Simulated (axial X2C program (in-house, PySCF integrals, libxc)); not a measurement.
# Nuclear properties of ClGaCl⁻

Calculated with an axial X2C code built on PySCF integrals: two-component X2C with atomic mean-field Coulomb and Gaunt terms, Gaussian nuclei, basis Cl dyall-av3z, Ga dyall-v3z with contracted cores.

Cl–Ga–Cl held linear, with bonds 2.614 and 2.614 Å (near the PBE0 minimum at charge -1 of the determinant lowest at the starting distance; the state shown can have its own minimum elsewhere, held linear; other orders of the atoms were not compared).

Determinant lowest in the PBE0 search, Ω = 0 (closed shell), highest spinor 59% Cl p, 22% Ga s, 10% Ga d:

```json
{"level": "PBE0", "qzz Cl (a.u.)": "0.10", "qzz Ga (a.u.)": "-1.39"}
{"level": "HF", "qzz Cl (a.u.)": "0.01", "qzz Ga (a.u.)": "-1.05"}
{"level": "TPSSh", "qzz Cl (a.u.)": "0.10", "qzz Ga (a.u.)": "-1.41"}
```

qzz is the electric field gradient, eQq0 = 234.96 MHz × Q/barn × qzz. The operators were transformed with the bare-nucleus X2C matrices; with these basis sets, hyperfine constants and field gradients can be off by tens of per cent, and where levels differ in sign neither size nor sign is settled.

(1) With Q(69Ga) = 0.171 barn (Q from Pyykkö, Mol. Phys. 2018), turn the PBE0 values of the first state into constants in MHz.

The molecule was held linear; bending was not examined, so a bent shape may lie lower.

Each state is one determinant with collinear spin. For an anion, determinants above electron detachment, or with a positive highest level, are held by the basis set. The search compared states at one distance, so a state with another bond length can lie lower. Where a field gradient or hyperfine factor spreads by more than a factor of two over the levels, a constant derived from it is not to be relied on.

Results:

(1) eQq0(69Ga) = 234.96 × (0.171) × (-1.39) = -55.8 MHz.
